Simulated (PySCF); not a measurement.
**Correlation energy of Br²⁺ (bromine, charge +2)**

[Ar] 3d10 4s2 4p3, high-spin 4S determinant. Calculation: PySCF 2.14, in x2c-TZVPPall; the spin-free X2C one-electron Hamiltonian (Gaussian nucleus). Frozen: [Ar] 3d10; 5 electrons correlated.

```tsv
level	correlation energy (mhartree)
CCSD	-93.55
(T)	-2.34
CCSD(T)	-95.89
CCSDT	-96.34
```

Diagnostics: T1 = 0.0015, D1 = 0.0033, largest double amplitude 0.051.

Cost of the coupled-cluster step: roughly 0.26 core-seconds, for 5 correlated electrons.
